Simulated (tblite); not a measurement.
Problem. What does the GFN2-xTB structure of `C(=C/C=C/c1ncncn1)/C=C/C=C/c1cccs1` look like in three dimensions?

Solution. 
```
atom  x, y, z in Å
C1    -0.6073   -2.4265   -0.1838
C2    -1.9658   -2.3859   -0.2444
C3    -2.7642   -1.2124   -0.2227
C4    -4.1149   -1.2230   -0.2931
C5    -4.8928   -0.0169   -0.2670
N6    -6.2277   -0.1330   -0.3329
C7    -6.8980    0.9967   -0.3038
N8    -6.3718    2.2104   -0.2186
C9    -5.0470    2.2219   -0.1598
N10   -4.2654    1.1675   -0.1781
C11    0.2705   -1.3155   -0.0921
C12    1.6207   -1.4455   -0.0345
C13    2.5167   -0.3497    0.0585
C14    3.8617   -0.4890    0.1166
C15    4.7945    0.5796    0.2131
C16    6.1665    0.4831    0.2706
C17    6.8094    1.7276    0.3645
C18    5.9333    2.7695    0.3792
S19    4.3012    2.2521    0.2777
H20   -0.1306   -3.3992   -0.2078
H21   -2.5022   -3.3237   -0.3158
H22   -2.2819   -0.2492   -0.1447
H23   -4.6770   -2.1419   -0.3722
H24   -7.9787    0.9312   -0.3540
H25   -4.5654    3.1907   -0.0901
H26   -0.1541   -0.3223   -0.0679
H27    2.0584   -2.4363   -0.0584
H28    2.0894    0.6448    0.0838
H29    4.2957   -1.4809    0.0903
H30    6.6865   -0.4580    0.2450
H31    7.8767    1.8477    0.4192
H32    6.1485    3.8178    0.4438
```

Orientation and origin are arbitrary. Atoms count from 1 in this order. The 2 C–S bonds span 1.715 Å (C18–S19, aromatic) to 1.745 Å (C15–S19, aromatic), a spread of 0.030 Å. N6 (pyridine-type nitrogen) is bent (angle 115.6°). The 5-membered ring C15–C16–C17–C18–S19 has internal angles of 91.3° to 113.4°; it is planar, 0.00 Å rms from its mean plane, widest ring torsion 0°. The 6 C–N bonds span 1.313 Å (C9–N10, aromatic) to 1.343 Å (C5–N10, aromatic), a spread of 0.030 Å.

Bonds between heavy atoms (Å): C1=C2 1.361, C2–C3 1.419, C3=C4 1.353, C4–C5 1.435, C5–N6 1.342, N6–C7 1.314, C7–N8 1.326, N8–C9 1.326, C9–N10 1.313, C1–C11 1.419, C11=C12 1.358, C12–C13 1.419, C13=C14 1.354, C14–C15 1.422, C15–C16 1.377, C16–C17 1.404, C17–C18 1.361, C18–S19 1.715, C5–N10 1.343, C15–S19 1.745.

Structure optimised with GFN2-xTB, isolated species.

Point group: Cs (tolerance 0.08 Å). Its GFN2-xTB frequencies are all real (lowest 24 cm⁻¹). One conformer, not necessarily the lowest (C1–C2–C3–C4 180°, C3–C4–C5–N6 180°, C2–C1–C11–C12 180°, C11–C12–C13–C14 180°, C13–C14–C15–C16 180°).

Time: 1.6 s wall. Hardware: Arm Neoverse V1, one thread, no GPU, on a shared host. These figures are those of the optimisation.

These are computed values.
